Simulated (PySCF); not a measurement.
# Where the electron goes

Cyclo-(H2SnNH)2.
Z-matrix (Å and degrees, PBE0-D3(BJ)/def2-SVP geometry), rows numbered from 1:
```
Sn
H   1  1.7171
H   1  1.7266  2  110.89
N   1  2.0534  2  113.79  3   133.89
Sn  4  2.0534  1   96.56  2   123.04
H   5  1.7268  4  116.70  1   105.86
H   5  1.7173  4  113.90  1  -123.18
N   5  2.0550  4   82.58  1   -10.26
H   4  1.0153  1  124.92  2   -95.58
H   8  1.0157  1  124.05  2    97.90
```

Method used: PySCF, TDDFT wB97X-D/def2-SVPD, vertical, gas phase, core orbitals frozen in the response, def2 core potentials past Kr. Spin–orbit coupling is left out.

Kohn–Sham orbitals with the atoms that hold most of them (Löwdin shares over 4%, at most four atoms; ? is withheld):

| orbital | ε (eV) | atoms |
| --- | --- | --- |
| LUMO+2 | 1.78 | Sn1 31%, Sn5 30%, H6 7%, H3 7% |
| LUMO+1 | 1.52 | Sn1 19%, Sn5 19%, H2 12%, H7 12% |
| LUMO | 0.64 | ? |
| HOMO | ? | N4 42%, N8 39%, Sn5 5%, Sn1 5% |
| HOMO-1 | -8.72 | ? |
| HOMO-2 | -10.23 | N8 22%, N4 21%, Sn5 15%, Sn1 15% |
| HOMO-3 | -10.67 | N4 31%, N8 30%, Sn5 14%, Sn1 14% |

(1) Which atoms hold the LUMO, and with what shares?

(2) Give the leading atoms of the HOMO-1.

(3) What is the HOMO energy, and the HOMO–LUMO gap?

Answers

(1) Sn1 (bonded to 2 N and 2 H) 29%; Sn5 (bonded to 2 N and 2 H) 29%; N8 (bonded to 2 Sn and H) 8%; N4 (bonded to 2 Sn and H) 8%. By element: tin 59%, nitrogen 15%.

(2) N8 (bonded to 2 Sn and H) 28%; N4 (bonded to 2 Sn and H) 25%; Sn5 (bonded to 2 N and 2 H) 10%; Sn1 (bonded to 2 N and 2 H) 10%. By element: nitrogen 53%, tin 20%.

(3) ε(HOMO) = -8.47 eV; the gap is 9.11 eV (0.3349 hartree).

**Question.** The HOMO–LUMO gap is 9.11 eV. Where does the response calculation put the lowest singlet, and from which orbitals?

**Answer.** S1 is at 4.62 eV (f = 0.022), 4.50 eV below the gap, made of HOMO→LUMO (95%). 

**Question.** Give energy, strength and leading configuration of S1, S2 and S8, and follow the Löwdin shares of the leading atoms from the occupied to the empty orbital.

**Answer.** 
- S1 (4.62 eV, f 0.022), HOMO→LUMO (95%): N4 42% → 8%, N8 39% → 8%, Sn1 5% → 29%, Sn5 5% → 29%
- S2 (4.84 eV, f 0.0053), HOMO-1→LUMO (85%): N8 28% → 8%, N4 25% → 8%, Sn1 10% → 29%, Sn5 10% → 29%
- S8 (6.37 eV, f 0.0000), HOMO-2→LUMO (93%): N8 22% → 8%, N4 21% → 8%, Sn1 15% → 29%, Sn5 15% → 29%

Löwdin shares depend on the basis, the more so with diffuse functions.

One conformer stands for the species.
